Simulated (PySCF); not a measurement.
# Bonding in `CCC[C@H](F)C#N`

Species: C₅H₈FN.
SMILES with atom numbers: `[CH3:1][CH2:2][CH2:3][C@H:4]([F:5])[C:6]#[N:7]` (hydrogens: H8, H9, H10 on C1; H11, H12 on C2; H13, H14 on C3; H15 on C4)

Structure used (GFN2-xTB), in Å, numbered top down from 1:
```
atom  x, y, z in Å
C1    -2.0393    0.4990    0.1381
C2    -0.5702    0.6562   -0.2342
C3     0.1010   -0.7034   -0.4129
C4     1.5667   -0.5628   -0.8320
F5     2.0937   -1.8088   -1.1137
C6     2.3514    0.0646    0.2182
N7     2.9516    0.5573    1.0551
H8    -2.1409   -0.0527    1.0695
H9    -2.5042    1.4732    0.2637
H10   -2.5753   -0.0390   -0.6405
H11   -0.4906    1.2262   -1.1633
H12   -0.0522    1.2187    0.5461
H13    0.0543   -1.2717    0.5191
H14   -0.4135   -1.2785   -1.1861
H15    1.6632    0.0296   -1.7548
```

Bond orders from the PBE0/pcSseg-1 density (PySCF). Geometry: GFN2-xTB, one conformer, isolated molecule.

(1) Where do the orders between heavy atoms depart from those drawn in the SMILES?

(2) Give the Mayer order of every bond, beside its length.

Answers

(1) The largest departure is 0.110, at C4–F5 (drawn single, 0.890).

(2) 
```csv
bond,drawn as,length (Å),Mayer order
C1–C2,single,1.524,1.066
C2–C3,single,1.527,1.011
C3–C4,single,1.531,1.030
C4–F5,single,1.382,0.890
C4–C6,single,1.453,0.949
C6–N7,triple,1.142,3.031
C1–H8,single,1.087,0.966
C1–H9,single,1.087,0.967
C1–H10,single,1.088,0.966
C2–H11,single,1.093,0.948
C2–H12,single,1.092,0.938
C3–H13,single,1.093,0.938
C3–H14,single,1.092,0.942
C4–H15,single,1.101,0.928
```

Bonds between the same two heavy elements. C–C: lowest C4–C6 (0.949, 1.453 Å), highest C1–C2 (1.066, 1.524 Å); in 3 of the 6 pairs the longer bond (by over 0.003 Å) has the higher order (by 0.02 or more).

Question: Sum the orders of all bonds at each heavy atom with more than one neighbour and set the sums beside the valence in the SMILES.

Answer: C1 3.965 (drawn 4), C2 3.963 (drawn 4), C3 3.921 (drawn 4), C4 3.797 (drawn 4), C6 3.980 (drawn 4). Orders between atoms that aren't bonded are not in these sums.

For a closed shell the Mayer order of atoms A and B is Σ (PS)μν (PS)νμ over the basis functions μ on A and ν on B, with P the density and S the overlap matrix.
